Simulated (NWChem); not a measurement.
System: C3H2F3, doublet; SMILES C=[C]C(F)(F)F

Input file for NWChem:

```
start job
memory heap 200 mb stack 900 mb global 1100 mb
geometry units angstroms noautosym nocenter noautoz
  C     -0.056617     2.221364     0.000523
  C     -0.566069     1.014551     0.006339
  C     -0.043387    -0.369507     0.000497
  F     -0.459682    -1.040245    -1.073225
  F     -0.442368    -1.042897     1.079100
  F      1.297085    -0.378793    -0.010323
  H     -0.687798     3.116820     0.006894
  H      1.033147     2.373929    -0.010901
end
basis spherical
  C library 6-311g**
  F library 6-311g**
  H library 6-311g**
end
dft
  odft
  mult 2
  xc b3lyp
  iterations 150
end
cosmo
  do_cosmo_smd true
  solvent water
end
task dft energy
```

Excerpt of the output:

```
             Northwest Computational Chemistry Package (NWChem) 7.3.0
             --------------------------------------------------------

                             Geometry "geometry" -> ""
                             -------------------------

 Output coordinates in angstroms (scale by  1.889725989 to convert to a.u.)

  No.       Tag          Charge          X              Y              Z
 ---- ---------------- ---------- -------------- -------------- --------------
    1 C                    6.0000    -0.05661700     2.22136400     0.00052300
    2 C                    6.0000    -0.56606900     1.01455100     0.00633900
    3 C                    6.0000    -0.04338700    -0.36950700     0.00049700
    4 F                    9.0000    -0.45968200    -1.04024500    -1.07322500
    5 F                    9.0000    -0.44236800    -1.04289700     1.07910000
    6 F                    9.0000     1.29708500    -0.37879300    -0.01032300
    7 H                    1.0000    -0.68779800     3.11682000     0.00689400
    8 H                    1.0000     1.03314700     2.37392900    -0.01090100

 Effective nuclear repulsion energy (a.u.)     240.4153216678

                                 NWChem DFT Module
                                 -----------------

 Summary of "ao basis" -> "ao basis" (spherical)
 ------------------------------------------------------------------------------
       Tag                 Description            Shells   Functions and Types
 ---------------- ------------------------------  ------  ---------------------
 C                          6-311g**                 8       18   4s3p1d
 F                          6-311g**                 8       18   4s3p1d
 H                          6-311g**                 4        6   3s1p

 in cosmo_initialize ...
 calling solv_data for solv:h2o

 solvent parameters
 solvname_short: h2o
 solvname_long:  water
 dielec:       78.4000
 dielecinf:     1.7769
 aqueous SMD model solvent descriptors
 dielec:       78.4000
 sola:          0.8200

          ---------------
          -cosmo- solvent
          ---------------
 Cosmo: York-Karplus, doi: 10.1021/jp992097l
 dielectric constant -eps-     =  78.40
 screen = (eps-1)/(eps    )    =   0.98724
 surface charge correction     = lagrangian

   van der Waals surface
 --------------------------

 ---------- ATOMIC COORDINATES (A.U.) ------------ VDWR(ANG.) --
     1   -0.10699062    4.19776928    0.00098833     1.850
     2   -1.06971530    1.91722339    0.01197897     1.850
     3   -0.08198954   -0.69826698    0.00093919     1.850
     4   -0.86867302   -1.96577801   -2.02810117     1.730
     5   -0.83595431   -1.97078956    2.03920331     1.730
     6    2.45113523   -0.71581498   -0.01950764     1.730
     7   -1.29974976    5.88993576    0.01302777     1.200
     8    1.95236474    4.48607533   -0.02059990     1.200
 number of segments per atom =        128
 number of   points per atom =        128
 atom (   nspa,  nppa )
 ----------------------
    1 (     68,     0 )       0
    2 (     52,     0 )       0
    3 (      7,     0 )       0
    4 (     75,     0 )       0
    5 (     75,     0 )       0
    6 (     82,     0 )       0
    7 (     56,     0 )       0
    8 (     53,     0 )       0
 number of -cosmo- surface points =      468
 molecular surface =    110.856 angstrom**2
 molecular volume  =     88.442 angstrom**3
 -lineq- algorithm             =   0
 -bem- low  level              =   3
 -bem- from -octahedral-
 gaussian surface charge width =   4.50000
 degree of switching           =   1.00000
 switching function tolerance  =   0.00010
 atomic radii =
 --------------
    1  6.000  1.850
    2  6.000  1.850
    3  6.000  1.850
    4  9.000  1.730
    5  9.000  1.730
    6  9.000  1.730
    7  1.000  1.200
    8  1.000  1.200
 ...... end of -cosmo- initialization ......

 nat:                     8
 ixmem:                  3618
 calling mnsol_interface()
 G(SMD-CDS) energy (kcal/mol)  =     4.864
 SMD-CDS SASA (angstrom**2)    =   129.457

[...]

                                COSMO-SMD solvation results
                                ---------------------------

             internal energy in gas <Psi(g)|H|Psi(g)> =      -415.064987179906
         internal energy in solvent <Psi(s)|H|Psi(s)> =      -415.064156804676
                               delta internal energy  =         0.000830375229 (    0.52 kcal/mol)
   total free energy in solvent <Psi(s)|H+V/2|Psi(s)> =      -415.069880190045
 polarization energy contribution <Psi(s)|V/2|Psi(s)> =        -0.005723385368 (   -3.59 kcal/mol)
    total free energy in solvent including G(SMD-CDS) =      -415.062129198349
                       G(SMD-CDS) energy contribution =         0.007750991695 (    4.86 kcal/mol)
     1 M fixed-concentration free energy of solvation =         0.002857981556 (    1.79 kcal/mol)

                    DFT Final Alpha Molecular Orbital Analysis
                    ------------------------------------------

 Vector   22  Occ=1.000000D+00  E=-4.183008D-01
              MO Center= -3.4D-01,  2.8D-02,  3.9D-03, r^2= 3.1D+00
   Bfn.  Coefficient  Atom+Function         Bfn.  Coefficient  Atom+Function
  ----- ------------  ---------------      ----- ------------  ---------------
    62      0.210719  4 F  py                80      0.211143  5 F  py
    26      0.199204  2 C  py                66      0.196555  4 F  py
    84      0.196943  5 F  py                28     -0.193064  2 C  s
     8     -0.157048  1 C  py                58      0.148180  4 F  py
    76      0.148475  5 F  py                22      0.143222  2 C  py

 Vector   23  Occ=1.000000D+00  E=-3.115726D-01
              MO Center= -3.2D-01,  1.4D+00,  3.5D-03, r^2= 1.7D+00
   Bfn.  Coefficient  Atom+Function         Bfn.  Coefficient  Atom+Function
  ----- ------------  ---------------      ----- ------------  ---------------
    27      0.307777  2 C  pz                 9      0.257013  1 C  pz
    31      0.250340  2 C  pz                13      0.231717  1 C  pz
    23      0.198458  2 C  pz                 5      0.172859  1 C  pz
    66      0.080226  4 F  py                84     -0.079966  5 F  py
    62      0.078394  4 F  py                80     -0.078133  5 F  py

 Vector   24  Occ=1.000000D+00  E=-2.695773D-01
              MO Center= -5.3D-01,  1.1D+00,  5.8D-03, r^2= 2.0D+00
   Bfn.  Coefficient  Atom+Function         Bfn.  Coefficient  Atom+Function
  ----- ------------  ---------------      ----- ------------  ---------------
    29      0.409157  2 C  px                25      0.372756  2 C  px
    21      0.244708  2 C  px                28     -0.204690  2 C  s
    24     -0.139668  2 C  s                116     -0.132490  8 H  s
   117     -0.126766  8 H  s                 44      0.115247  3 C  py
    11     -0.108553  1 C  px                42      0.106879  3 C  s

 Vector   25  Occ=0.000000D+00  E=-2.722693D-02
              MO Center= -2.3D-01,  1.5D+00,  2.6D-03, r^2= 2.3D+00
   Bfn.  Coefficient  Atom+Function         Bfn.  Coefficient  Atom+Function
  ----- ------------  ---------------      ----- ------------  ---------------
    13      0.622272  1 C  pz                31     -0.509568  2 C  pz
     9      0.285186  1 C  pz                27     -0.277130  2 C  pz
     5      0.206045  1 C  pz                23     -0.181553  2 C  pz
    45     -0.122516  3 C  pz                49     -0.117990  3 C  pz
    64     -0.102345  4 F  s                 82      0.101875  5 F  s

 Vector   26  Occ=0.000000D+00  E= 7.149155D-02
              MO Center=  9.3D-02,  2.8D+00, -1.2D-03, r^2= 4.7D+00
   Bfn.  Coefficient  Atom+Function         Bfn.  Coefficient  Atom+Function
  ----- ------------  ---------------      ----- ------------  ---------------
    10      1.354732  1 C  s                111     -1.302433  7 H  s
   117     -1.096031  8 H  s                 12      0.584459  1 C  py
    47     -0.252102  3 C  px                 6      0.238129  1 C  s
   100      0.203094  6 F  s                 11      0.146268  1 C  px
    30      0.132684  2 C  py                43     -0.110476  3 C  px

 Vector   27  Occ=0.000000D+00  E= 1.125650D-01
              MO Center=  3.1D-01,  2.6D+00, -3.4D-03, r^2= 5.0D+00
   Bfn.  Coefficient  Atom+Function         Bfn.  Coefficient  Atom+Function
  ----- ------------  ---------------      ----- ------------  ---------------
   117     -1.682408  8 H  s                111      1.579463  7 H  s
    11      1.108355  1 C  px                12     -0.494206  1 C  py
    29     -0.265721  2 C  px                 7      0.166461  1 C  px
    10      0.167113  1 C  s                100      0.166909  6 F  s
    42     -0.163953  3 C  s                  3      0.163076  1 C  px

                     DFT Final Beta Molecular Orbital Analysis
                     -----------------------------------------

 Vector   21  Occ=1.000000D+00  E=-4.218062D-01
              MO Center=  1.4D-01, -8.2D-01, -1.5D-03, r^2= 2.0D+00
   Bfn.  Coefficient  Atom+Function         Bfn.  Coefficient  Atom+Function
  ----- ------------  ---------------      ----- ------------  ---------------
    99      0.279256  6 F  pz               103      0.262475  6 F  pz
    79     -0.225503  5 F  px                61      0.223278  4 F  px
    83     -0.212148  5 F  px                65      0.210052  4 F  px
    95      0.196004  6 F  pz                75     -0.158209  5 F  px
    57      0.156648  4 F  px                63     -0.140934  4 F  pz

[...]
```

Level: B3LYP/6-311G** (spherical d), spin-unrestricted, SMD on the gas-phase geometry. The geometry was optimised at PBE0/def2-SVP, spin-unrestricted. No stability test was run on the SCF state. Solvent: water.
